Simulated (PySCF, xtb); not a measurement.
SeHCl, SMILES Cl[SeH].

GFN2-xTB (xtb) at its own geometry gives an orbital gap of 2.96 eV and a dipole moment of 0.99 D.

Geometry: B3LYP-D3(BJ)/def2-TZVP.

Problem. What does PBE/def2-TZVPD run with PySCF give? (Estimate from the structure and the level; the computed values follow.)

Solution. gap 2.40 eV (levels -5.93 and -3.53 eV), dipole 1.35 D.
